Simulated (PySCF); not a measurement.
N⁺: excitation energy

N⁺ [He] 2s2 2p2 (3P) → N⁺ [He] 2s1 2p3 (5S), as a difference of total energies. All numbers are calculated (PySCF 2.14, no relativity, point nucleus, in aug-cc-pwCVTZ). Correlated levels: valence: 1s2 frozen. The calculations carry no spin-orbit coupling.

```csv
method,excitation energy (cm⁻¹),error (cm⁻¹)
UHF,32362,-14334
MP2 (valence),42475,-4220
SCS-MP2 (valence),47383,+687
CCSD (valence),45767,-929
CCSD(T) (valence),46098,-598
```

Reference: 46696 cm⁻¹ (measured; NIST levels, between the centres of gravity of the two terms).

Errors of the correlated levels include the incompleteness of this basis and the frozen core.
